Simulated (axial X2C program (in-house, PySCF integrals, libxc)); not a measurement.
Correcting the dissociation energy of TeO for spin–orbit coupling

A spin-free PBE0 curve (one-electron X2C) was computed with an in-house relativistic program for diatomic molecules, basis Te dyall-cv3z [11s12p8d4f1g], O dyall-av3z [7s6p3d2f] (cores contracted in-house), for the state M_S = 1, Λ = 0 (beyond evenly filled blocks: π+α, π-α). It gives D0 = 4.006 eV to Te + O, which in a spin-free picture are the weighted means of the ground terms.

Measured levels of the ground terms (NIST Handbook of Basic Atomic Spectroscopic Data), in cm⁻¹: Te 3P: J = 2 at 0, J = 0 at 4706.5, J = 1 at 4750.7; O 3P: J = 2 at 0, J = 1 at 158.3, J = 0 at 227.

The molecular state has Λ = 0, so it has no first-order lowering.

Problem. How far does each ground level lie under the (2J+1)-weighted mean of its term?

Solution. Te: (5 × 0 + 1 × 4706.5 + 3 × 4750.7)/9 = 2107 cm⁻¹; O: (5 × 0 + 3 × 158.3 + 1 × 227)/9 = 78 cm⁻¹.

Problem. Correct D0.

Solution. D0 = 4.006 + (0 − 2185)/8065.5 = 3.735 eV at PBE0 with these spin–orbit terms.

Second-order spin–orbit effects in the molecule, which grow quickly with Z, are left out. The state is one determinant whose occupation by symmetry is held fixed; it was picked as the lowest of a PBE0 search that is not exhaustive. Dissociation energies refer to the lowest single-determinant-based atoms at the same level and basis. Other states lie close and PBE0, whose exact exchange favours high spin, may order them wrongly; the determinant shown need not be the ground state. The nearest other spin-free determinant of the search, M_S = 0, Λ = 2, lies 0.76 eV up at the distance of the search.
